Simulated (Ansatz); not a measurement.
```yaml
crystal:
  periodic: [false, false, false]
  atoms:
    - {symbol: O, position_ang: [-1.839843, 1.494307, 0.518376]}
    - {symbol: B, position_ang: [-0.502795, 1.566331, 0.716570]}
    - {symbol: C, position_ang: [0.264433, 0.257322, 1.135125]}
    - {symbol: B, position_ang: [0.950545, -0.251725, -0.151758]}
    - {symbol: Si, position_ang: [0.310862, -1.825465, -1.238309]}
    - {symbol: H, position_ang: [-2.232151, 2.334372, 0.268777]}
    - {symbol: H, position_ang: [0.071219, 2.610418, 0.555025]}
    - {symbol: H, position_ang: [-0.425986, -0.450597, 1.597211]}
    - {symbol: H, position_ang: [1.029500, 0.603499, 1.842723]}
    - {symbol: H, position_ang: [1.895952, 0.357319, -0.575755]}
    - {symbol: H, position_ang: [-0.039484, -1.382978, -2.620520]}
    - {symbol: H, position_ang: [-0.873703, -2.522607, -0.663670]}
    - {symbol: H, position_ang: [1.412053, -2.824894, -1.368897]}
basis:
  gaussian: {orbitals: def2-TZVPP, final_grid: {core_spheres: 5, valence_spheres: 4, degree: 11}}
hamiltonian: {xc: {name: LC-wPBE}}
scf: {lower_state_search: full}
```

```sh
$ ansatz run in.yaml --threads 4 --pin off --events-out ev --progress --plain --max-ram 10444MiB
```

Shortened log:

```
Functional definition: LC-wPBE
1429 factors; their error is unknown
518 factors; integrals over basis functions are off by at most 2.8e-5 eV
mean field evaluation 1: about -12436.2249 eV, gradient 5.5e1 eV
mean field evaluation 2: about -12437.5802 eV, gradient 5.1e1 eV
mean field evaluation 4: about -12441.8931 eV, gradient 2.7e0 eV
mean field evaluation 8: about -12441.9081 eV, gradient 1.2e-1 eV
mean field evaluation 16: about -12441.8736 eV, gradient 3.9e-4 eV
mean field -12441.87355108 eV, -457.2304195974 hartree, gradient 4.7e-5 eV, S^2 0.000000; 0 other end points of the search recorded, 0 dependent functions left out
reference -12441.87355108 eV, -457.2304195976 hartree; 23, 23 occupied and 255, 255 virtual orbitals, 1429 factors
Total energy: -12441.87355108 eV, -457.2304195976 hartree
```

Hardware: 4 threads of an Arm Neoverse V1 on a shared host. Wall time 2.1 s, peak host memory 0.54 GiB.
